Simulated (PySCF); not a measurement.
BF$_{2}$, charge +2, quartet (typed; the unrestricted solution is spin-contaminated), at a GFN2-xTB geometry of the parent state (a state made from the parent by changing its charge; the spin is typed, not shown lowest); HF/3-21G run with PySCF.

Here is a job for PySCF.
```python
from pyscf import gto, scf

mol = gto.Mole()
mol.atom = '''
    F    -0.00000000   -0.00000000   -1.21895791
    B     0.00000000    0.00000000    0.00000000
    F     0.00000000    0.00000000    1.21895791
'''
mol.basis = '3-21g'
mol.charge = 2
mol.spin = 3
mol.verbose = 3
mol.build()

mf = scf.UHF(mol)
mf.kernel()
```

Output, abridged:

```
converged SCF energy = -220.582798760009  <S^2> = 3.8961168  2S+1 = 4.0724031
```
